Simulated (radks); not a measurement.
The numbers below are computed, except where a source is named.
Ionisation ladder of tin, from Sn XXIII to Sn XLIV. Each ion is in the ground configuration listed by NIST, and IE = E(next ion) - E(this ion). Level of theory: scalar-relativistic Kohn-Sham, LDA (Slater exchange, VWN5 correlation), spin-polarised, spherical densities, finite nucleus; open shells are filled with parallel spins first (spin-orbit coupling, left out, can overturn this in heavy ions); Fermi nuclear charge, rms radius 4.6519 fm (a radial shooting solver on a logarithmic mesh with Libxc functionals).

species     configuration  IE, Delta-SCF (eV)  -e(HOMO) (eV)     HOMO
Sn XXIII        [Ar] 3d10              1131.1         1096.6       3d
Sn XXIV          [Ar] 3d9                   ?         1166.6  3d down
Sn XXV           [Ar] 3d8              1273.6         1237.8  3d down
Sn XXVI          [Ar] 3d7              1346.7         1310.3  3d down
Sn XXVII         [Ar] 3d6              1420.8         1384.0  3d down
Sn XXVIII        [Ar] 3d5                   ?         1478.7    3d up
Sn XXIX          [Ar] 3d4              1596.1         1556.9    3d up
Sn XXX           [Ar] 3d3              1676.1         1636.4    3d up
Sn XXXI          [Ar] 3d2              1757.3         1717.0    3d up
Sn XXXII         [Ar] 3d1              1839.4         1798.7    3d up
Sn XXXIII            [Ar]              2094.0         2057.9       3p
Sn XXXIV     [Ne] 3s2 3p5              2167.5         2131.5  3p down
Sn XXXV      [Ne] 3s2 3p4              2240.3         2204.8  3p down
Sn XXXVI     [Ne] 3s2 3p3              2335.0         2297.5    3p up
Sn XXXVII    [Ne] 3s2 3p2              2411.2         2373.8    3p up
Sn XXXVIII   [Ne] 3s2 3p1              2486.6         2449.7    3p up
Sn XXXIX         [Ne] 3s2              2686.8         2654.1       3s
Sn XL            [Ne] 3s1              2767.5         2734.9    3s up
Sn XLI               [Ne]              6491.9         6389.9       2p
Sn XLII      [He] 2s2 2p5                   ?         6597.6  2p down
Sn XLIII     [He] 2s2 2p4                   ?         6803.9  2p down
Sn XLIV      [He] 2s2 2p3              7181.6         7074.7    2p up

Estimate the withheld Delta-SCF values.

Answer. Sn XXIV: 1201.7 eV (NIST 1195); Sn XXVIII: 1517.3 eV (NIST 1508); Sn XLII: 6699.2 eV (NIST 6631); Sn XLIII: 6903.4 eV (NIST 6859).
